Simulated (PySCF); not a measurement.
PySCF input for dithiopyranylidene (C₁₀H₈S₂), SMILES S1C=CC(C=C1)=C1C=CSC=C1, TDA-ωB97X/def2-SVP. Geometry optimised at B3LYP-D3(BJ)/def2-SVP.

```python
import numpy as np
from pyscf import gto, scf, dft, tdscf

mol = gto.M(
    atom='''
    C     0.00000000   -1.33563771    2.82234186
    C     0.00000000   -1.23316533    1.47480872
    C     0.00000001   -0.00000000    0.69877335
    C    -0.00000001    0.00000000   -0.69877335
    C    -0.00000000   -1.23316533   -1.47480872
    C    -0.00000000   -1.33563771   -2.82234186
    S     0.00000000    0.00000000   -3.95636136
    C    -0.00000000    1.33563771   -2.82234186
    C    -0.00000000    1.23316533   -1.47480872
    C     0.00000000    1.23316533    1.47480872
    C     0.00000000    1.33563771    2.82234186
    S    -0.00000000   -0.00000000    3.95636136
    H    -0.00000000   -2.31228856    3.31125453
    H     0.00000000   -2.18277048    0.93966477
    H    -0.00000000   -2.18277049   -0.93966477
    H    -0.00000001   -2.31228857   -3.31125452
    H     0.00000000    2.31228856   -3.31125453
    H    -0.00000000    2.18277048   -0.93966477
    H     0.00000000    2.18277049    0.93966477
    H     0.00000001    2.31228857    3.31125452
    ''',
    basis='def2-SVP',
    charge=0,
    spin=0,
    symmetry=True,
    max_memory=1600,
    verbose=4,
)
mf = dft.RKS(mol, xc='wb97x').density_fit(auxbasis='def2-universal-jkfit')
mf.grids.level = 3
mf.conv_tol = 1e-9
mf.max_cycle = 100
mf.kernel()
mf.grids = dft.Grids(mol).set(level=1).build(with_non0tab=True)  # coarser grid for the response kernel
td = tdscf.TDA(mf)
td.singlet = True
td.nstates = 6
td.conv_tol = 1e-4
td.positive_eig_threshold = 1e-6
td.kernel(x0=td.get_init_guess(mf, 11))
td.analyze()
tt = tdscf.TDA(mf)
tt.singlet = False
tt.nstates = 2
tt.conv_tol = 1e-4
tt.positive_eig_threshold = 1e-6
tt.kernel(x0=tt.get_init_guess(mf, 7))
tt.analyze(verbose=3)
```

Output:

```
PySCF version 2.14.0

[INPUT] verbose = 4
[INPUT] num. atoms = 20
[INPUT] num. electrons = 100
[INPUT] charge = 0
[INPUT] spin (= nelec alpha-beta = 2S) = 0
[INPUT] symmetry True subgroup None
[INPUT] Mole.unit = angstrom
[INPUT] Symbol           X                Y                Z      unit          X                Y                Z       unit  Magmom
[INPUT]  1 C      0.000000000000  -1.335637710000   2.822341860000 AA    0.000000000000  -2.523989473541   5.333453145296 Bohr   0.0
[INPUT]  2 C      0.000000000000  -1.233165330000   1.474808720000 AA    0.000000000000  -2.330344740009   2.786984566920 Bohr   0.0
[INPUT]  3 C      0.000000010000   0.000000000000   0.698773350000 AA    0.000000018897   0.000000000000   1.320490254645 Bohr   0.0
[INPUT]  4 C     -0.000000010000   0.000000000000  -0.698773350000 AA   -0.000000018897   0.000000000000  -1.320490254645 Bohr   0.0
[INPUT]  5 C      0.000000000000  -1.233165330000  -1.474808720000 AA    0.000000000000  -2.330344740009  -2.786984566920 Bohr   0.0
[INPUT]  6 C      0.000000000000  -1.335637710000  -2.822341860000 AA    0.000000000000  -2.523989473541  -5.333453145296 Bohr   0.0
[INPUT]  7 S      0.000000000000   0.000000000000  -3.956361360000 AA    0.000000000000   0.000000000000  -7.476439420212 Bohr   0.0
[INPUT]  8 C      0.000000000000   1.335637710000  -2.822341860000 AA    0.000000000000   2.523989473541  -5.333453145296 Bohr   0.0
[INPUT]  9 C      0.000000000000   1.233165330000  -1.474808720000 AA    0.000000000000   2.330344740009  -2.786984566920 Bohr   0.0
[INPUT] 10 C      0.000000000000   1.233165330000   1.474808720000 AA    0.000000000000   2.330344740009   2.786984566920 Bohr   0.0
[INPUT] 11 C      0.000000000000   1.335637710000   2.822341860000 AA    0.000000000000   2.523989473541   5.333453145296 Bohr   0.0
[INPUT] 12 S      0.000000000000   0.000000000000   3.956361360000 AA    0.000000000000   0.000000000000   7.476439420212 Bohr   0.0
[INPUT] 13 H      0.000000000000  -2.312288560000   3.311254530000 AA    0.000000000000  -4.369592099365   6.257364190425 Bohr   0.0
[INPUT] 14 H      0.000000000000  -2.182770480000   0.939664770000 AA    0.000000000000  -4.124838399985   1.775709064202 Bohr   0.0
[INPUT] 15 H      0.000000000000  -2.182770490000  -0.939664770000 AA    0.000000000000  -4.124838418883  -1.775709064202 Bohr   0.0
[INPUT] 16 H     -0.000000010000  -2.312288570000  -3.311254520000 AA   -0.000000018897  -4.369592118262  -6.257364171528 Bohr   0.0
[INPUT] 17 H      0.000000000000   2.312288560000  -3.311254530000 AA    0.000000000000   4.369592099365  -6.257364190425 Bohr   0.0
[INPUT] 18 H      0.000000000000   2.182770480000  -0.939664770000 AA    0.000000000000   4.124838399985  -1.775709064202 Bohr   0.0
[INPUT] 19 H      0.000000000000   2.182770490000   0.939664770000 AA    0.000000000000   4.124838418883   1.775709064202 Bohr   0.0
[INPUT] 20 H      0.000000010000   2.312288570000   3.311254520000 AA    0.000000018897   4.369592118262   6.257364171528 Bohr   0.0

nuclear repulsion = 778.960042228815
point group symmetry = D2h
symmetry origin: [ 0.00000000e+00 -3.55271368e-17  1.77635684e-17]
symmetry axis x: [ 1.00000000e+00 -3.86167739e-10 -1.88182012e-10]
symmetry axis y: [-3.86167739e-10 -1.00000000e+00  5.72075291e-11]
symmetry axis z: [-1.88182012e-10 -5.72075256e-11 -1.00000000e+00]
num. orbitals of irrep Ag = 44
num. orbitals of irrep B1g = 12
num. orbitals of irrep B2g = 17
num. orbitals of irrep B3g = 35
num. orbitals of irrep Au = 12
num. orbitals of irrep B1u = 44
num. orbitals of irrep B2u = 35
num. orbitals of irrep B3u = 17
number of shells = 100
number of NR pGTOs = 368
number of NR cGTOs = 216
basis = def2-SVP
ecp = {}


[settings echo left out]
init E= -1184.1606925847
HOMO (B3u) = -0.164760723206287  LUMO (B2g) = -0.065659135127619  gap/eV = 2.69669
cycle= 1 E= -1181.50220827376  delta_E= 2.66  |g|= 0.355  |ddm|= 5.49
HOMO (B3u) = -0.230634477155992  LUMO (B2g) = 0.00265671079132179  gap/eV = 6.34818
cycle= 2 E= -1181.54348540303  delta_E= -0.0413  |g|= 0.217  |ddm|= 0.85
HOMO (B3u) = -0.232804104614978  LUMO (B2g) = 0.00836253275126575  gap/eV = 6.56248
cycle= 3 E= -1181.55338162496  delta_E= -0.0099  |g|= 0.0985  |ddm|= 0.346
HOMO (B3u) = -0.231360033381248  LUMO (B2g) = 0.0141551898937982  gap/eV = 6.68081
cycle= 4 E= -1181.55619396844  delta_E= -0.00281  |g|= 0.0302  |ddm|= 0.164
HOMO (B3u) = -0.234765393006559  LUMO (B2g) = 0.0115941063304517  gap/eV = 6.70378
cycle= 5 E= -1181.55651161163  delta_E= -0.000318  |g|= 0.00727  |ddm|= 0.0589
HOMO (B3u) = -0.234702076087708  LUMO (B2g) = 0.0129320161724231  gap/eV = 6.73847
cycle= 6 E= -1181.55654927661  delta_E= -3.77e-05  |g|= 0.00225  |ddm|= 0.0188
HOMO (B3u) = -0.235161213332162  LUMO (B2g) = 0.0130886601025666  gap/eV = 6.75522
cycle= 7 E= -1181.55655564799  delta_E= -6.37e-06  |g|= 0.000802  |ddm|= 0.00899
HOMO (B3u) = -0.23524873467678  LUMO (B2g) = 0.0131446365753933  gap/eV = 6.75913
cycle= 8 E= -1181.55655608679  delta_E= -4.39e-07  |g|= 0.000282  |ddm|= 0.00203
HOMO (B3u) = -0.235279545553854  LUMO (B2g) = 0.0131639459520096  gap/eV = 6.76049
cycle= 9 E= -1181.55655614504  delta_E= -5.82e-08  |g|= 6.66e-05  |ddm|= 0.000865
HOMO (B3u) = -0.235290156322787  LUMO (B2g) = 0.0131616402250572  gap/eV = 6.76072
cycle= 10 E= -1181.55655614872  delta_E= -3.68e-09  |g|= 1.39e-05  |ddm|= 0.000233
HOMO (B3u) = -0.23528943313215  LUMO (B2g) = 0.0131626888065615  gap/eV = 6.76073
cycle= 11 E= -1181.5565561489  delta_E= -1.83e-10  |g|= 4.51e-06  |ddm|= 4.92e-05
HOMO (B3u) = -0.235289917997455  LUMO (B2g) = 0.013162023051362  gap/eV = 6.76072
Extra cycle  E= -1181.55655614892  delta_E= -1.59e-11  |g|= 2.57e-06  |ddm|= 1.29e-05
converged SCF energy = -1181.55655614892
tot grids = 84208
Overwritten attributes  positive_eig_threshold  of <class 'pyscf.tdscf.rks.TDA'>


******** <class 'pyscf.tdscf.rks.TDA'> for <class 'pyscf.df.df_jk.DFSymAdaptedRKS'> ********
nstates = 6 singlet
deg_eia_thresh = 1.000e-03
wfnsym = None
conv_tol = 0.0001
eigh lindep = 1e-12
eigh level_shift = 0
eigh max_cycle = 100


Excitation energies (eV)
[3.38221593 3.92169374 4.03877955 5.5151187  5.85719051 5.87771878]

** Singlet excitation energies and oscillator strengths **
Excited State   1:  B2u      3.38222 eV    366.58 nm  f=0.0000
      49 -> 53        0.10683
      50 -> 52       -0.69557
Excited State   2:  B1u      3.92169 eV    316.15 nm  f=1.6096
      50 -> 51       -0.68950
Excited State   3:  B3g      4.03878 eV    306.98 nm  f=0.0000
      49 -> 52        0.16446
      50 -> 53       -0.68413
Excited State   4:  B1g      5.51512 eV    224.81 nm  f=0.0000
      49 -> 56        0.22797
      50 -> 54       -0.65448
Excited State   5:   Au      5.85719 eV    211.68 nm  f=0.0000
      46 -> 56       -0.11391
      49 -> 54        0.28555
      50 -> 56       -0.61444
      50 -> 61       -0.10795
Excited State   6:   Ag      5.87772 eV    210.94 nm  f=0.0000
      47 -> 52        0.14447
      48 -> 53        0.10481
      49 -> 51       -0.66184

** Transition electric dipole moments (AU) **
state          X           Y           Z        Dip. S.      Osc.
  1         0.0000     -0.0168     -0.0000      0.0003      0.0000
  2        -0.0000     -0.0000     -4.0930     16.7524      1.6096
  3         0.0000     -0.0000     -0.0000      0.0000      0.0000
  4        -0.0000     -0.0000      0.0000      0.0000      0.0000
  5        -0.0000     -0.0000      0.0000      0.0000      0.0000
  6         0.0000      0.0000     -0.0000      0.0000      0.0000

** Transition velocity dipole moments (imaginary part, AU) **
state          X           Y           Z        Dip. S.      Osc.
  1         0.0000      0.0271     -0.0000      0.0007      0.0039
  2        -0.0000      0.0000     -0.1010      0.0102      0.0472
  3         0.0000     -0.0000      0.0000      0.0000      0.0000
  4         0.0000     -0.0000      0.0000      0.0000      0.0000
  5        -0.0000     -0.0000      0.0000      0.0000      0.0000
  6         0.0000     -0.0000      0.0000      0.0000      0.0000

** Transition magnetic dipole moments (imaginary part, AU) **
state          X           Y           Z
  1        -0.0000     -0.0000     -0.0000
  2         0.0000      0.0000      0.0000
  3        -2.4866     -0.0000      0.0000
  4         0.0000      0.0000      0.3027
  5         0.0000     -0.0000     -0.0000
  6        -0.0000      0.0000     -0.0000


******** <class 'pyscf.tdscf.rks.TDA'> for <class 'pyscf.df.df_jk.DFSymAdaptedRKS'> ********
nstates = 2 triplet
deg_eia_thresh = 1.000e-03
wfnsym = None
conv_tol = 0.0001
eigh lindep = 1e-12
eigh level_shift = 0
eigh max_cycle = 100


Excitation energies (eV)
[1.56584426 2.65923892]

** Triplet excitation energies and oscillator strengths **
Excited State   1:  B1u      1.56584 eV    791.80 nm  f=0.0000
Excited State   2:  B2u      2.65924 eV    466.24 nm  f=0.0000
```

Self-consistency was reached.
